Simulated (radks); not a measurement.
Task: These are the eigenvalues of the occupied orbitals of an atom or ion with whole-number occupations (eV). All-electron calculation, scalar-relativistic Kohn-Sham, SCAN, spin-unpolarised, spherical densities, finite nucleus; meta-GGA in the generalised Kohn-Sham scheme; Fermi nuclear charge, rms radius of each element as measured or else 0.836 A^(1/3) + 0.57 fm. Program: a radial shooting solver on a logarithmic mesh with Libxc functionals.

orbital  eigenvalue
1s        -43496.67
2s        -7081.866
2p        -6329.902
3s        -1570.006
3p        -1331.033
3d        -1000.097
4s        -340.2829
4p        -261.4149
4d        -149.0724
5s         -68.6600
5p         -48.7077
4f         -30.1447

Which element is it, and in what charge state? The configuration may be excited.

Result: Z = 60, neodymium, charge +3: Nd3+ in [Xe] 4f3. The list shows which subshells hold electrons but not how many an open one holds; the 1s level, -1598.5 hartree, gives Z - s = 56.5 by -(Z - s)^2/2, which with screening and relativity narrows Z to a few neighbours, and the depths of the outer levels then fix element, charge and occupations together.
